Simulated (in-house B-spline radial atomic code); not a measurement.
Configurations of Cs II (Cs+), with energies counted from [Kr] 4d10 5s2 5p6. Computed with a B-spline radial code for spherical atoms: Dirac-Hartree-Fock, average of configuration, Fermi nucleus of rms radius 4.8041 fm. Energies include first-order Breit, QED and recoil terms.

Occupations are held fixed; configurations that lie above the ionisation limit could autoionise.

| configuration | E - E(ref) (eV) | highest orbital | its <r> (bohr) |
| --- | --- | --- | --- |
| [Kr] 4d10 5s2 (5p1/2)2 (5p3/2)3 (5g7/2)1 | 20.028 | 5g7/2 | 13.74 |
| [Kr] 4d10 5s2 (5p1/2)1 (5p3/2)4 (9f5/2)1 | 23.247 | 9f5/2 | 55.59 |
| [Kr] 4d10 (4f5/2)1 5s1 5p6 | 36.137 | 4f5/2 | 8.359 |
| [Kr] 4d10 5s1 5p6 (9p3/2)1 | 38.072 | 9p3/2 | 25.77 |
| [Kr] (4d3/2)3 (4d5/2)6 5s2 5p6 (5d5/2)1 | 81.403 | 5d5/2 | 3.357 |
| [Ar] 3d10 4s2 (4p1/2)2 (4p3/2)3 4d10 5s2 5p6 (6p1/2)1 | 175.75 | 6p1/2 | 5.586 |

Q: Order these further configurations by energy, lowest first.
A. [Kr] (4d3/2)4 (4d5/2)5 5s2 5p6 (9g9/2)1
B. [Ar] 3d10 4s2 (4p1/2)2 (4p3/2)3 4d10 5s2 5p6 (7g7/2)1
C. [Kr] (4d3/2)3 (4d5/2)6 5s2 5p6 (6f7/2)1
D. [Kr] 4d10 5s1 5p6 (7f7/2)1
E. [Kr] 4d10 5s1 5p6 (6p3/2)1

A: E (32.869 eV), D (38.472 eV), A (87.045 eV), C (88.337 eV), B (181.69 eV).

Q: How far above the reference does [Kr] 4d10 5s1 5p6 (6d3/2)1 lie?

A: 35.563 eV; its least bound orbital is 6d3/2 with <r> = 8.741 bohr.

Q: How far above the reference does [Kr] 4d10 5s2 (5p1/2)2 (5p3/2)3 (8g9/2)1 lie?

A: 21.355 eV; its least bound orbital is 8g9/2 with <r> = 42.98 bohr.
